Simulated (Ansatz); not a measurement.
System: TaH$_{2}$, charge 0, multiplicity 4. The spin state was set by rule; other spins were not relaxed. SMILES: [TaH2]
Geometry: optimised at B3LYP-D3(BJ)/def2-TZVP (Ansatz, a quantum-chemistry and plane-wave program).

Property: vertical electron affinity (to the quintet state of charge -1; a negative value means that the extra electron is unbound and the number depends on the basis; each state is the SCF solution reached for its spin; for the quintet T1 is 0.065; for the quartet the Hartree-Fock reference is unstable and T1 is 0.025), in eV. Correlated levels leave the core frozen unless marked. Open shells are spin-unrestricted. No spin-orbit coupling. The frozen core is the preceding noble-gas configuration, with the filled d and f shells of earlier blocks. Past Kr the def2 sets carry scalar-relativistic core potentials. Anions need diffuse functions: def2-D sets add few. Basis-set limits of correlation are two-point, X^-3; Hartree-Fock from the larger set. The program attaches cautions to a run behind BHLYP/def2-TZVPD: asymmetric forces. The program attaches cautions to a run behind CAM-B3LYP/def2-TZVPD: asymmetric forces. The program attaches cautions to a run behind wB97M-V/def2-TZVPD: asymmetric forces.

| level | program | vertical electron affinity (eV) |
|---|---|---|
| BHLYP/def2-TZVPD | Ansatz | 0.27 |
| CAM-B3LYP/def2-TZVPD | Ansatz | 0.45 |
| wB97M-V/def2-TZVPD | Ansatz | 0.46 |
| B2PLYP/def2-TZVPD | Ansatz | 0.35 |
| RI-MP2/CBS(def2-TZVPPD,def2-QZVPPD) | Ansatz | 0.40 |
| CCSD(T)/def2-TZVPPD | Ansatz | 0.43 |
